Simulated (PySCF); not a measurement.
B(F)(NCO)(OMe) (C2H3BFNO2), SMILES COB(F)N=C=O.

Coordinates come from a r2SCAN-D4/def2-SVP optimisation. This is a generated structure with no PubChem entry under its InChIKey; it may be hypothetical. The values are those of a single conformer.

These are PBE/def2-TZVP (PySCF) values and carry that method's errors.

Symmetry labels are those of the subgroup Cs that the program uses (full group Cs).

Computed valence orbital energies around the gap with their symmetry:
| orbital | symmetry | energy (eV) |
|---|---|---|
| HOMO−7 | A" | -11.53 |
| HOMO−6 | A' | -11.06 |
| HOMO−5 | A" | -10.79 |
| HOMO−4 | A' | -10.02 |
| HOMO−3 | A' | -8.30 |
| HOMO−2 | A" | -8.29 |
| HOMO−1 | A' | -7.76 |
| HOMO | A" | -7.54 |
| LUMO | A" | -1.28 |
| LUMO+1 | A' | -0.51 |
| LUMO+2 | A' | -0.04 |
| LUMO+3 | A' | 0.84 |
